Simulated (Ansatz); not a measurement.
Ansatz (a program for electronic structure) input (PBE0/def2-SVP):

Ansatz 0.2 input:
```yaml
crystal:
  periodic: [false, false, false]
  atoms:
    - {symbol: B, position_ang: [-1.24759529, -0.15142672, -0.02882995]}
    - {symbol: F, position_ang: [-1.91314584, 0.96459844, -0.00966612]}
    - {symbol: Br, position_ang: [0.67017969, -0.22640721, 0.00660414]}
basis:
  gaussian:
    orbitals: def2-SVP
hamiltonian:
  xc: {name: PBE0}
magnetization: {spin_polarized: true, initial_magnetization: 1}
```

Output:

```
Functional definition: PBE0
integrals: 0.01 GiB planned
573 factors; integrals over basis functions are off by at most 9.7e-4 eV
mean field: 0.29 GiB planned
mean field evaluation 1: about -73416.1636 eV, gradient 1.5e1 eV
mean field evaluation 2: about -73415.2636 eV, gradient 2.4e1 eV
mean field evaluation 4: about -73416.9997 eV, gradient 5.4e-1 eV
mean field evaluation 8: about -73417.0322 eV, gradient 3.2e-2 eV
mean field evaluation 16: about -73417.0322 eV, gradient 6.9e-5 eV
mean field -73417.03220207 eV, -2698.0261695745 hartree, gradient 6.9e-5 eV, S^2 0.752759; 0 other end points of the search recorded, 0 dependent functions left out
reference -73417.03222110 eV, -2698.0261702738 hartree; 25, 24 occupied and 35, 36 virtual orbitals, 573 factors
Total energy: -73417.03222110 eV, -2698.0261702738 hartree
```

It need not be the lowest isomer of its formula.
